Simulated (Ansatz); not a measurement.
`C[O][Al]([OH])[SiH3]` + H₂O → `C[O][Al]([OH])[OH]` + SiH₄  (formal hydrolysis of the Al–Si bond)

Calculated with Ansatz (gas phase, PBE0-D4/def2-TZVP geometries, no zero-point term in ΔE). CCSD(T)/CBS is the MP2 limit (def2-TZVPP, def2-QZVPP) plus CCSD(T) − MP2 in def2-TZVPP, frozen cores. This one scheme is used for every species. Functionals use def2-TZVPP. B3LYP here is the variant with VWN-RPA as its local correlation; programs differ in this. Each species was taken in one conformer, which may not be the lowest.

CCSD(T)/CBS gives -122.6 kJ/mol.

(1) Another level gave -125.5 kJ/mol. Which?
A. PBE-D4/def2-TZVPP
B. B3LYP-D4/def2-TZVPP
C. B2PLYP/def2-TZVPP
D. BHLYP/def2-TZVPP

(2) What do rigid-rotor, harmonic-oscillator terms from PBE0-D4/def2-TZVP frequencies (298.15 K, 1 bar) make of the CCSD(T)/CBS value? (Estimate.)

Largest T1 diagnostic among the species: 0.013.

Answers

(1) B. B3LYP-D4 -125.5, PBE-D4 -101.7, B2PLYP -132.4, BHLYP -137.0 kJ/mol.

(2) The calculation gave: ΔZPE = -2.6 kJ/mol, ΔH = -128.7 kJ/mol, ΔS = -27 J/(mol·K), ΔG = -120.7 kJ/mol. Modes under 50 cm⁻¹ make the entropy rough.

From BLYP to BHLYP (50 % exact exchange), in def2-TZVPP and without D4, ΔE moves by −11.4 kJ/mol. Leaving LDA and LC-ωPBE aside and taking each functional with its dispersion term where it has one, the values spread over 30.7 kJ/mol, from B2PLYP to PBE-D4. The D4 term adds +3.5 kJ/mol with B3LYP and +2.3 kJ/mol with PBE0; it sums over pairs of atoms, weighted by their polarisabilities, and B3LYP, whose exchange is more repulsive, gets the larger term.
